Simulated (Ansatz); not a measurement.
The cluster Cd4⁻. Total charge -1; doublet. Geometry PBE0/def2-SVPD; atoms count from 1.

| atom | x (Å) | y (Å) | z (Å) |
| --- | --- | --- | --- |
| Cd1 | 0.6378 | 0.6010 | -1.2021 |
| Cd2 | 0.3115 | -2.5760 | -1.1224 |
| Cd3 | -0.3320 | 2.5777 | 1.1126 |
| Cd4 | -0.6173 | -0.6027 | 1.2119 |

In the def2 sets Cd takes a core potential; there is no spin–orbit coupling. The highest occupied level of the charge -1 doublet lies above zero (up to 0.44 eV). It is a level of α spin, whose loss leaves a singlet; that state wasn't run at this geometry and level. The electron is either unbound and held by the finite basis, or the level is raised by self-interaction error. The structure comes from a short search, and lower isomers may exist.

Estimate the Mulliken populations from the PBE0/def2-TZVPD orbitals of Ansatz.


```tsv
atom	charge (e)	spin (α − β)	d electrons
Cd1	-0.27	0.34	9.99
Cd2	-0.23	0.16	10.00
Cd3	-0.23	0.16	10.00
Cd4	-0.27	0.34	9.99
```
Mulliken values and Mayer orders depend strongly on the basis. With diffuse functions, as here, like atoms can get unlike values, and bond orders can come out too low or too high.

Where does the spin sit?

Summed by element: Cd 1.00, of 1 unpaired in all. Largest on single atoms: Cd1 0.34, Cd4 0.34, Cd2 0.16.

And the Mayer bond orders between bonded heavy atoms (over 0.3)?

Cd1–Cd2 0.39 (3.19 Å); Cd1–Cd3 0.39 (3.19 Å); Cd1–Cd4 0.61 (2.98 Å); Cd2–Cd4 0.39 (3.19 Å); Cd3–Cd4 0.39 (3.19 Å).
